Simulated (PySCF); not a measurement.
Quadrupolar nuclei of `CO[Si@H](C)[SiH2]CCl` in NMR

Compound: C3H11ClOSi2.
Cartesian coordinates in Å at the GFN2-xTB level; atoms count from 1:
```
atom  x, y, z in Å
C1    -1.807    1.869   -0.713
O2    -0.794    1.110   -0.123
Si3   -0.224   -0.356   -0.559
C4    -1.619   -1.657   -0.629
Si5    1.243   -0.757    1.175
C6     2.748    0.429    1.097
Cl7    3.544    0.230   -0.487
H8    -2.758    1.333   -0.686
H9    -1.564    2.100   -1.752
H10   -1.903    2.799   -0.151
H11    0.323   -0.283   -1.929
H12   -1.231   -2.651   -0.829
H13   -2.346   -1.432   -1.406
H14   -2.156   -1.704    0.315
H15    0.751   -0.613    2.556
H16    1.815   -2.108    1.090
H17    3.504    0.221    1.850
H18    2.466    1.477    1.170
```

Computed at PBE0/pcSseg-1 (PySCF, non-relativistic):

```tsv
atom	environment	nucleus	spin I	Q (b)	CQ = χzz (MHz)	η
O2	silyl ether oxygen	17O	5/2	-0.0256	-10.652	0.328
Cl7	alkyl chlorine	35Cl	3/2	-0.0817	-76.363	0.022
```

Task: Recover the principal values of the field gradient from CQ = 234.96 MHz × Q × Vzz, η = (Vxx − Vyy)/Vzz and a zero trace.

Result: The tensor is traceless, so η fixes the two smaller values:

| atom | Vxx (au) | Vyy (au) | Vzz (au) | Vzz (10²¹ V/m²) |
| --- | --- | --- | --- | --- |
| O2 | -0.595 | -1.176 | 1.771 | 17.21 |
| Cl7 | -1.945 | -2.033 | 3.978 | 38.65 |

Task: PQ = |CQ|√(1 + η²/3), νQ = 3|CQ|/[2I(2I − 1)], ν0 = |g|·7.62259 MHz/T·B with g(17O) = −0.75752, g(35Cl) = 0.54792: values at 18.8 T?

Result: 
```
atom  PQ (MHz)  νQ (MHz)  ν0 (MHz)  νQ/ν0
  O2     10.84     1.598    108.56  0.015
 Cl7     76.37     38.18     78.52  0.486
```

For O2: PQ = 10.65 × 1.0178, νQ = 10.65 × 0.1500, ν0 = 5.7742 MHz/T × 18.8 T.

For Cl7 νQ isn't small against ν0, so the high-field expansions of solid-state NMR fail there at this field.

Task: For half-integer spins with νQ below a tenth of ν0, find the second-order shift of the centre of gravity of the central transition at 18.8 and 23.5 T.

Result: δ = −(3/40)(PQ/ν0)² [I(I + 1) − 3/4]/[I²(2I − 1)²], in ppm:

```tsv
site	18.8 T	23.5 T
17O at O2	-59.8	-38.3
```

Task: Take a correlation time of 4 ps, isotropic tumbling and extreme narrowing. What quadrupolar relaxation rates and linewidths follow?

Result: 1/T1 = 1/T2 = (3π²/10)(2I + 3)/[I²(2I − 1)] × PQ² × τc; the width is 1/(πT2).

```
       site  spin factor (2I + 3)/[I²(2I − 1)]  1/T1 (s⁻¹)  T1 (ms)  linewidth (Hz)
  17O at O2                              0.320         445     2.24             142
35Cl at Cl7                              1.333       92100   0.0109           29300
```

The couplings are those of the rigid, isolated species; surroundings and motion change them. GFN2-xTB bond lengths can be off by several hundredths of an ångström, more for odd bonds, and the gradients follow them. These gradients aren't converged with respect to the basis.

These values come from a run that also computed NMR shieldings. Hardware: an Arm Neoverse V1 with one thread (shared host). Cost: 37 s wall, 0.87 GiB resident at most.

One conformer stands for the species.
